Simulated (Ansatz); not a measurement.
Geometry optimisation, RKS PBE/def2-SVP (Ansatz).

input.yaml

```yaml
crystal:
  periodic: [false, false, false]
  atoms:
    - { symbol: F, position_ang: [0.5233, -0.0246, -1.3861] }
    - { symbol: C, position_ang: [-0.0506, -0.4905, -0.2246] }
    - { symbol: Se, position_ang: [-0.9229, 0.9452, 0.7719] }
    - { symbol: H, position_ang: [0.8425, -0.9263, 0.3763] }
    - { symbol: H, position_ang: [-0.7994, -1.2725, -0.479] }
    - { symbol: H, position_ang: [-2.30248, 0.19818, 0.65716] }
basis:
  gaussian: { orbitals: def2-SVP }
hamiltonian:
  xc: pbe
relax:
  f_tol: 0.015
  max_steps: 40
output:
  orbitals: {}
```

Command:

```bash
$ ansatz run input.yaml --threads 1 --pin off --max-ram 2048MiB --backend cpu --events-out ev --progress --plain --runs-dir out
```

Task: Where does it end, and by what steps?

Result: The forces met the threshold. After 7 steps the energy has fallen by 0.238 eV; H6 moved furthest, 0.47 Å.

```
step  energy less start (eV)  largest force component (eV/Å)  accepted
   0                  0.0000                           1.804       yes
   1                 -0.1431                           0.381       yes
   2                 -0.1750                           0.189       yes
   3                 -0.2139                           0.166       yes
   4                 -0.2331                           0.244       yes
   5                 -0.2376                           0.096       yes
   6                 -0.2382                           0.022       yes
   7                 -0.2382                           0.007       yes
```

```xyz
6
Properties=species:S:1:pos:R:3
F 0.261 0.033 -1.418
C -0.023 -0.544 -0.207
Se -0.955 0.660 1.040
H 0.918 -0.819 0.316
H -0.645 -1.450 -0.361
H -2.264 0.550 0.346
```

Time of the run: 11 s on 1 thread of Intel(R) Xeon(R) Platinum 8488C (Sapphire Rapids), on a shared host, peak memory 0.16 GiB.
